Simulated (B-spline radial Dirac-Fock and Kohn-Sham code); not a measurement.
**Se¹⁶⁺: scattering cross sections and density moments**

System: the Se¹⁶⁺ ion, [Ne] 3s2 3p6.

Calculated with a radial B-spline solver, using configuration-average Dirac-Fock orbitals.

```
Sum of ⟨r⟩                          : 5.544 bohr
Sum of ⟨r²⟩                         : 2.660 bohr²
Sum of ⟨1/r⟩                        : 151.87 per bohr
Langevin diamagnetic susceptibility : -2.11 × 10⁻⁶ cm³/mol
Lamb shielding (α²/3)Σ⟨1/r⟩         : 2696 ppm
```

Coherent scattering is the Thomson cross section weighted by f₀², without anomalous dispersion; incoherent scattering is Klein-Nishina weighted by S. The Lamb formula is the non-relativistic shielding expression. Electron correlation is left out.

```
hν (keV)  coherent (b)  incoherent (b)  incoherent per electron (b)
      10         126.1           2.706                        0.150
 17.4793         73.45           4.616                        0.256
      20         63.42           5.065                        0.281
      30         39.13           6.295                        0.350
      50         18.37           7.409                        0.412
     100         5.866           7.729                        0.429
     200         1.677           6.931                        0.385
     500        0.2882           5.129                        0.285
```

Incoherent scattering overtakes coherent scattering between 50 and 100 keV.
